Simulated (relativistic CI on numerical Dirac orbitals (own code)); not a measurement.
**Energy levels of V**

Computed by Dirac-Coulomb-Breit CI, separate exchange-only KLI orbitals for each configuration, model QED, valence Slater integrals scaled by 0.85, P86 correlation energy added to each configuration (own radial code, finite nucleus).

Configuration list (outside the closed core [Ar]): 3d3 4s2, 3d4 4s, 3d4 4p, 3d3 4s 4p, 3d5, 3d3 4s 4d, 3d4 4d, 3d3 4s 5s, 3d2 4s2 4p, 3d4 5s, 3d3 4s 6s, 3d3 4s 5p, 3d3 4s 4f, 3d3 4s 6p, 3d4 5p, 3d3 4p2, 3d2 4p3. Double excitations out of closed p, d and f shells are left out; levels of such configurations are missing from the list, as are those of other unlisted configurations, and high levels can miss mixing partners.

The lowest level is 3d3 4s2 4F_3/2, with 93 % of that term; Hund's rules for 3d3 4s2 give 4F with J = 3/2, in agreement.

| No. | Configuration | Term | J | E (eV) | % | Next component (%) | Landé g |
| --- | --- | --- | --- | --- | --- | --- | --- |
| 1 | 3d3 4s2 | 4F | 3/2 | 0.0000 | 93 | 6 3d3 4p2 4F | 0.399 |
| 2 | 3d3 4s2 | 4F | 5/2 | 0.0163 | 93 | 6 3d3 4p2 4F | 1.028 |
| 3 | 3d3 4s2 | 4F | 7/2 | 0.0385 | 93 | 6 3d3 4p2 4F | 1.238 |
| 4 | 3d3 4s2 | 4F | 9/2 | 0.0661 | 93 | 6 3d3 4p2 4F | 1.334 |
| 5 | 3d4(5D) 4s | 6D | 1/2 | 0.5648 | 98 | 2 3d3 4s 4d 6D | 3.338 |
| 6 | 3d4(5D) 4s | 6D | 3/2 | 0.5691 | 98 | 2 3d3 4s 4d 6D | 1.868 |
| 7 | 3d4(5D) 4s | 6D | 5/2 | 0.5761 | 98 | 2 3d3 4s 4d 6D | 1.658 |
| 8 | 3d4(5D) 4s | 6D | 7/2 | 0.5858 | 98 | 2 3d3 4s 4d 6D | 1.588 |
| 9 | 3d4(5D) 4s | 6D | 9/2 | 0.5980 | 98 | 2 3d3 4s 4d 6D | 1.557 |
| 10 | 3d3 4s2 | 4P | 1/2 | 1.3023 | 86 | 8 3d4 4s 4P | 2.666 |
| 11 | 3d3 4s2 | 4P | 3/2 | 1.3124 | 86 | 8 3d4 4s 4P | 1.733 |
| 12 | 3d3 4s2 | 4P | 5/2 | 1.3334 | 86 | 8 3d4 4s 4P | 1.601 |
| 13 | 3d3 4s2 | 2G | 7/2 | 1.3884 | 92 | 5 3d3 4p2 2G | 0.888 |
| 14 | 3d3 4s2 | 2G | 9/2 | 1.4127 | 92 | 5 3d3 4p2 2G | 1.110 |
| 15 | 3d4(5D) 4s | 4D | 1/2 | 1.4527 | 90 | 4 3d3 4p2 4D | -0.002 |
| 16 | 3d4(5D) 4s | 4D | 3/2 | 1.4599 | 90 | 4 3d3 4p2 4D | 1.200 |
| 17 | 3d4(5D) 4s | 4D | 5/2 | 1.4714 | 90 | 4 3d3 4p2 4D | 1.372 |
| 18 | 3d4(5D) 4s | 4D | 7/2 | 1.4870 | 90 | 4 3d3 4p2 4D | 1.429 |
| 19 | 3d3(4F) 4s<5F> 4p | 6G° | 3/2 | 1.6002 | 99 | 1 3d3 4s 5p 6G° | -0.002 |
| 20 | 3d3(4F) 4s<5F> 4p | 6G° | 5/2 | 1.6102 | 99 | 1 3d3 4s 5p 6G° | 0.857 |
| 21 | 3d3(4F) 4s<5F> 4p | 6G° | 7/2 | 1.6242 | 99 | 1 3d3 4s 5p 6G° | 1.143 |
| 22 | 3d3(4F) 4s<5F> 4p | 6G° | 9/2 | 1.6420 | 99 | 1 3d3 4s 5p 6G° | 1.273 |
| 23 | 3d3(4F) 4s<5F> 4p | 6G° | 11/2 | 1.6636 | 99 | 1 3d3 4s 5p 6G° | 1.343 |
| 24 | 3d3(4F) 4s<5F> 4p | 6G° | 13/2 | 1.6887 | 99 | 1 3d3 4s 5p 6G° | 1.385 |
| 25 | 3d3(4F) 4s<5F> 4p | 6F° | 1/2 | 1.8106 | 97 | 2 3d4 4p 6F° | -0.667 |
| 26 | 3d3(4F) 4s<5F> 4p | 6F° | 3/2 | 1.8163 | 97 | 2 3d4 4p 6F° | 1.068 |
| 27 | 3d3(4F) 4s<5F> 4p | 6F° | 5/2 | 1.8258 | 97 | 2 3d4 4p 6F° | 1.316 |
| 28 | 3d3 4s2 | 2P | 1/2 | 1.8278 | 89 | 5 3d3 4p2 2P | 0.670 |
| 29 | 3d3(4F) 4s<5F> 4p | 6D° | 1/2 | 1.8341 | 95 | 4 3d4 4p 6D° | 3.335 |
| 30 | 3d3 4s2 | 2P | 3/2 | 1.8365 | 80 | 9 2D | 1.284 |

Energies count from the lowest computed level; ° marks odd parity. Percentages are summed over parent terms; the parents shown are those of the largest component, closed shells are left out there, and <> holds an intermediate term.

The mean weight of the leading LS term, summed over parents, in these 30 levels is 94 %, and that of the leading jj configuration (from the same eigenvectors) 42 %, so LS coupling describes them better.

Correlation outside the listed configurations is missing or only estimated: errors of thousands of cm⁻¹ between configurations and terms are usual at this charge. Rates and lifetimes follow the computed energies and can be off by large factors. The fine structure of a lone outer electron comes out too small, for d and f at times inverted, and misplaced configurations move strength between like terms. 41 of the 51 excited levels that our extract of the measured tables holds in this range could be paired (the sources list more); they are missed by 1993 cm⁻¹ on average and 5384 at most, and levels without a partner can miss by more.

Landé's interval rule says that E(J) − E(J−1) = AJ with one A. For the ground term the intervals give A = 52.6, 51.2, 49.4 cm⁻¹ for J = 5/2, 7/2, 9/2; the multiplet is regular.
